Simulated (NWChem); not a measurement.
System: WH₂S₂O₂; SMILES [OH][W]([OH])(=[S])=[S]

Here is an NWChem input.

```
start job
memory heap 200 mb stack 900 mb global 1100 mb
geometry units angstroms noautoz
  W      0.000000     0.000000    -0.216465
  S      1.716013     0.000000     1.051398
  S     -1.716013     0.000000     1.051398
  O      0.000000     1.528488    -1.283586
  H      0.000000     2.474746    -1.103591
  O      0.000000    -1.528488    -1.283586
  H      0.000000    -2.474746    -1.103591
end
basis spherical
  * library def2-svp
end
ecp
  W library def2-ecp
end
dft
  xc m06-2x
  grid fine
  iterations 150
  mulliken
end
task dft gradient
```

NWChem printed, in part:

```
             Northwest Computational Chemistry Package (NWChem) 7.3.0
             --------------------------------------------------------

 C2V symmetry detected

                             Geometry "geometry" -> ""
                             -------------------------

 Output coordinates in angstroms (scale by  1.889725989 to convert to a.u.)

  No.       Tag          Charge          X              Y              Z
 ---- ---------------- ---------- -------------- -------------- --------------
    1 W                   74.0000     0.00000000     0.00000000    -0.17518894
    2 S                   16.0000     1.71601300     0.00000000     1.09267406
    3 S                   16.0000    -1.71601300     0.00000000     1.09267406
    4 O                    8.0000     0.00000000     1.52848800    -1.24230994
    5 H                    1.0000     0.00000000     2.47474600    -1.06231494
    6 O                    8.0000     0.00000000    -1.52848800    -1.24230994
    7 H                    1.0000     0.00000000    -2.47474600    -1.06231494

 Effective nuclear repulsion energy (a.u.)    1106.6197901321

      Symmetry information
      --------------------

 Group name             C2v
 Group number             16
 Group order               4
 No. of unique centers     4

                                 NWChem DFT Module
                                 -----------------

 Summary of "ao basis" -> "ao basis" (spherical)
 ------------------------------------------------------------------------------
       Tag                 Description            Shells   Functions and Types
 ---------------- ------------------------------  ------  ---------------------
 W                          def2-svp                12       32   6s3p2d1f
 S                          def2-svp                 8       18   4s3p1d
 O                          def2-svp                 6       14   3s2p1d
 H                          def2-svp                 3        5   2s1p

      Symmetry analysis of basis
      --------------------------

        a1         42
        a2         13
        b1         25
        b2         26

            General Information
            -------------------
          SCF calculation type: DFT
          Wavefunction type:  closed shell.
          No. of atoms     :     7
          No. of electrons :    64
           Alpha electrons :    32
            Beta electrons :    32
          Charge           :     0
          Spin multiplicity:     1
          Use of symmetry is: on ; symmetry adaption is: on
          Maximum number of iterations: 150
          AO basis - number of functions:   106
                     number of shells:    46
          Convergence on energy requested:  1.00D-06
          Convergence on density requested:  1.00D-05
          Convergence on gradient requested:  5.00D-04

              XC Information
              --------------
                       M06-2X Method XC Functional
                     Hartree-Fock (Exact) Exchange  0.540
                        M06-2X Exchange Functional  1.000
                      M06-2X Correlation Potential  1.000

             Grid Information
             ----------------
          Grid used for XC integration:  fine
          Radial quadrature: Mura-Knowles
          Angular quadrature: Lebedev.
          Tag              B.-S. Rad. Rad. Pts. Rad. Cut. Ang. Pts.
          ---              ---------- --------- --------- ---------
          W                   1.35      141          10.0       974
          S                   1.00      123          11.0       770
          O                   0.60       70          11.0       590
          H                   0.35       60          12.0       590
          Grid pruning is: on
          Number of quadrature shells:   394
          Spatial weights used:  Erf1

      Superposition of Atomic Density Guess
      -------------------------------------

 Sum of atomic energies:       -1018.25211914

      Non-variational initial energy
      ------------------------------

 Total energy =   -1011.893506
 1-e energy   =   -2082.448042
 2-e energy   =     736.810122
 HOMO         =      -0.309046
 LUMO         =      -0.023659

      Symmetry analysis of molecular orbitals - initial
      -------------------------------------------------

  Numbering of irreducible representations:

     1 a1          2 a2          3 b1          4 b2

  Orbital symmetries:

     1 a1          2 b1          3 a1          4 b2          5 a1
     6 b1          7 a1          8 b1          9 a1         10 b2
    11 a2         12 b1         13 a1         14 b2         15 a1
    16 b1         17 a1         18 b2         19 a1         20 b1
    21 b2         22 a1         23 a1         24 a2         25 b1
    26 b2         27 a1         28 a1         29 b1         30 b2
    31 a2         32 b1         33 a1         34 a2         35 a1
    36 b1         37 b2         38 a1         39 b2         40 b1
    41 a1         42 a1

     ---------------------------------------------
      Total Density - Mulliken Population Analysis
     ---------------------------------------------

    Atom       Charge   Shell Charges
 -----------   ------   -------------------------------------------------------
    1 W   14    11.42   0.04 -0.35  1.79  0.53  0.45  0.06  5.48  0.59  0.20  1.99  0.50  0.12
    2 S   16    16.86   2.00  1.99  1.24  0.69  5.94  1.94  3.03  0.03
    3 S   16    16.86   2.00  1.99  1.24  0.69  5.94  1.94  3.03  0.03
    4 O    8     8.80   1.99  1.10  0.66  3.09  1.95  0.00
    5 H    1     0.63   0.52  0.06  0.06
    6 O    8     8.80   1.99  1.10  0.66  3.09  1.95  0.00
    7 H    1     0.63   0.52  0.06  0.06

   convergence    iter        energy       DeltaE   RMS-Dens  Diis-err
 ---------------- ----- ----------------- --------- --------- ---------
 d= 0,ls=0.0,diis     1  -1014.3304157300 -1.35D+03  3.93D-02  2.85D+00
 d= 0,ls=0.0,diis     2  -1011.5297634831  2.80D+00  3.01D-02  2.62D+01
 d= 0,ls=0.0,diis     3  -1014.6835513907 -3.15D+00  4.29D-03  3.65D-01
 d= 0,ls=0.0,diis     4  -1014.7083117197 -2.48D-02  1.90D-03  1.00D-01
 d= 0,ls=0.0,diis     5  -1014.7197950792 -1.15D-02  2.40D-04  3.51D-04
  Resetting Diis
 d= 0,ls=0.0,diis     6  -1014.7198543663 -5.93D-05  8.44D-05  4.55D-05
 d= 0,ls=0.0,diis     7  -1014.7198638502 -9.48D-06  3.39D-05  3.51D-06
 d= 0,ls=0.0,diis     8  -1014.7198637051  1.45D-07  2.25D-05  7.27D-06
 d= 0,ls=0.0,diis     9  -1014.7198645584 -8.53D-07  7.90D-06  1.27D-06

         Total DFT energy =    -1014.719864558388
      One electron energy =    -2086.022033069698
           Coulomb energy =      814.216487660038
    Exchange-Corr. energy =      -76.658732288126
 Nuclear repulsion energy =      333.744413139398

 Numeric. integr. density =       63.999999983260

                  Occupations of the irreducible representations
                  ----------------------------------------------

                     irrep           alpha         beta
                     --------     --------     --------
                     a1               13.0         13.0
                     a2                3.0          3.0
                     b1                9.0          9.0
                     b2                7.0          7.0

                       DFT Final Molecular Orbital Analysis
                       ------------------------------------

 Vector   30  Occ=2.000000D+00  E=-3.430753D-01  Symmetry=b2
              MO Center= -8.0D-13, -3.2D-15,  8.8D-01, r^2= 4.0D+00
   Bfn.  Coefficient  Atom+Function         Bfn.  Coefficient  Atom+Function
  ----- ------------  ---------------      ----- ------------  ---------------
    44      0.363340  2 S  py                62      0.363340  3 S  py
    41      0.279955  2 S  py                59      0.279955  3 S  py
    17      0.240336  1 W  d -1               8     -0.175968  1 W  py
    38      0.158165  2 S  py                56      0.158165  3 S  py
    14      0.151102  1 W  py                71      0.129960  4 O  s

 Vector   31  Occ=2.000000D+00  E=-3.360250D-01  Symmetry=a2
              MO Center=  8.4D-13, -1.1D-14,  4.8D-01, r^2= 4.3D+00
   Bfn.  Coefficient  Atom+Function         Bfn.  Coefficient  Atom+Function
  ----- ------------  ---------------      ----- ------------  ---------------
    44      0.360374  2 S  py                62     -0.360374  3 S  py
    16      0.315389  1 W  d -2              41      0.265639  2 S  py
    59     -0.265639  3 S  py                72     -0.204459  4 O  px
    91      0.204459  6 O  px                75     -0.172905  4 O  px
    94      0.172905  6 O  px                38      0.150315  2 S  py

 Vector   32  Occ=2.000000D+00  E=-2.957141D-01  Symmetry=b1
              MO Center=  1.1D-13,  7.2D-16,  9.5D-01, r^2= 4.5D+00
   Bfn.  Coefficient  Atom+Function         Bfn.  Coefficient  Atom+Function
  ----- ------------  ---------------      ----- ------------  ---------------
    45      0.427092  2 S  pz                63     -0.427092  3 S  pz
    42      0.286316  2 S  pz                60     -0.286316  3 S  pz
    43     -0.174954  2 S  px                61     -0.174954  3 S  px
    39      0.162120  2 S  pz                57     -0.162120  3 S  pz
    40     -0.142699  2 S  px                58     -0.142699  3 S  px

 Vector   33  Occ=0.000000D+00  E=-6.204917D-02  Symmetry=a1
              MO Center= -2.3D-14, -6.9D-13,  6.1D-02, r^2= 3.3D+00
   Bfn.  Coefficient  Atom+Function         Bfn.  Coefficient  Atom+Function
  ----- ------------  ---------------      ----- ------------  ---------------
    18      0.805350  1 W  d  0              45     -0.265404  2 S  pz
    63     -0.265404  3 S  pz                43      0.212900  2 S  px
    61     -0.212900  3 S  px                23      0.171488  1 W  d  0
    71     -0.133773  4 O  s                 90     -0.133773  6 O  s
    42     -0.127875  2 S  pz                60     -0.127875  3 S  pz

 Vector   34  Occ=0.000000D+00  E=-4.504782D-02  Symmetry=a2
              MO Center=  4.7D-14,  3.1D-15,  1.6D-01, r^2= 3.0D+00
   Bfn.  Coefficient  Atom+Function         Bfn.  Coefficient  Atom+Function
  ----- ------------  ---------------      ----- ------------  ---------------
    16      0.837907  1 W  d -2              44     -0.346340  2 S  py
    62      0.346340  3 S  py                41     -0.171987  2 S  py
    59      0.171987  3 S  py                75     -0.161733  4 O  px
    94      0.161733  6 O  px                72     -0.158488  4 O  px
    91      0.158488  6 O  px                21      0.145090  1 W  d -2

 Vector   35  Occ=0.000000D+00  E=-5.415724D-03  Symmetry=b2
              MO Center= -4.2D-14, -4.6D-11,  2.8D-02, r^2= 3.4D+00
   Bfn.  Coefficient  Atom+Function         Bfn.  Coefficient  Atom+Function
  ----- ------------  ---------------      ----- ------------  ---------------
    17      0.807006  1 W  d -1              71      0.498069  4 O  s
    90     -0.498069  6 O  s                 22      0.399214  1 W  d -1
    44     -0.313214  2 S  py                62     -0.313214  3 S  py
    84     -0.181151  5 H  s                103      0.181151  7 H  s
     8     -0.173373  1 W  py                83     -0.146303  5 H  s

     ---------------------------------------------
      Total Density - Mulliken Population Analysis
     ---------------------------------------------

    Atom       Charge   Shell Charges
 -----------   ------   -------------------------------------------------------
    1 W   14    13.14   0.04 -0.36  1.88  0.48  0.49 -0.02  5.59  0.56  0.28  3.36  0.67  0.18
    2 S   16    16.24   2.00  1.99  1.24  0.71  5.93  1.76  2.57  0.04
    3 S   16    16.24   2.00  1.99  1.24  0.71  5.93  1.76  2.57  0.04
    4 O    8     8.45   1.99  1.05  0.70  2.88  1.83  0.01
    5 H    1     0.74   0.64  0.03  0.07
    6 O    8     8.45   1.99  1.05  0.70  2.88  1.83  0.01
    7 H    1     0.74   0.64  0.03  0.07

     -------------------------------------------
      Total Density - Lowdin Population Analysis
     -------------------------------------------

    Atom       Charge   Shell Charges
 -----------   ------   -------------------------------------------------------
    1 W   14    14.29   0.00  0.04  1.09  0.80  0.39  0.17  4.96  1.31  0.61  3.08  1.52  0.30
    2 S   16    15.85   2.00  1.96  0.97  0.70  5.82  1.88  2.48  0.05
    3 S   16    15.85   2.00  1.96  0.97  0.70  5.82  1.88  2.48  0.05
    4 O    8     8.14   1.97  0.87  0.60  2.72  1.96  0.01
    5 H    1     0.87   0.53  0.16  0.18
    6 O    8     8.14   1.97  0.87  0.60  2.72  1.96  0.01
    7 H    1     0.87   0.53  0.16  0.18

     Multipole analysis of the density
     ---------------------------------

     L   x y z        total         alpha         beta         nuclear
     -   - - -        -----         -----         ----         -------
     0   0 0 0      0.000000    -32.000000    -32.000000     64.000000

     1   1 0 0      0.000000      0.000000      0.000000      0.000000
     1   0 1 0      0.000000      0.000000      0.000000     -0.000000
     1   0 0 1     -0.677046    -10.270296    -10.270296     19.863545

     2   2 0 0    -49.782710   -193.142800   -193.142800    336.502889
     2   1 1 0     -0.000000     -0.000000     -0.000000      0.000000
     2   1 0 1     -0.000000     -0.000000     -0.000000      0.000000
     2   0 2 0    -35.812259   -106.520563   -106.520563    177.228867
     2   0 1 1     -0.000000     -0.000000     -0.000000      0.000000
     2   0 0 2    -49.297950   -141.754918   -141.754918    234.211886

            General Information
            -------------------
          SCF calculation type: DFT
          Wavefunction type:  closed shell.
          No. of atoms     :     7
          No. of electrons :    64
           Alpha electrons :    32
            Beta electrons :    32
          Charge           :     0
          Spin multiplicity:     1
          Use of symmetry is: on ; symmetry adaption is: on
          Maximum number of iterations: 150
          AO basis - number of functions:   106
                     number of shells:    46
          Convergence on energy requested:  1.00D-06
          Convergence on density requested:  1.00D-05
          Convergence on gradient requested:  5.00D-04

              XC Information
              --------------
                       M06-2X Method XC Functional
                     Hartree-Fock (Exact) Exchange  0.540
                        M06-2X Exchange Functional  1.000
                      M06-2X Correlation Potential  1.000

[...]

                         DFT ENERGY GRADIENTS

    atom               coordinates                        gradient
                 x          y          z           x          y          z
   1 W       0.000000   0.000000  -0.331059    0.000000   0.000000  -0.010996
   2 S       3.242794   0.000000   2.064855    0.005510   0.000000   0.004273
   3 S      -3.242794   0.000000   2.064855   -0.005510  -0.000000   0.004273
   4 O       0.000000   2.888423  -2.347625    0.000000  -0.000212   0.000942
   5 H       0.000000   4.676592  -2.007484    0.000000  -0.000777   0.000284
   6 O       0.000000  -2.888423  -2.347625    0.000000   0.000212   0.000942
   7 H       0.000000  -4.676592  -2.007484    0.000000   0.000777   0.000284
```

Level: M06-2X/def2-SVP with def2 effective core potentials on W. Coordinates come from a PBE0/def2-SVP optimisation. Not confirmed as a minimum by frequencies. def2 effective core potentials on W; no spin-orbit coupling.
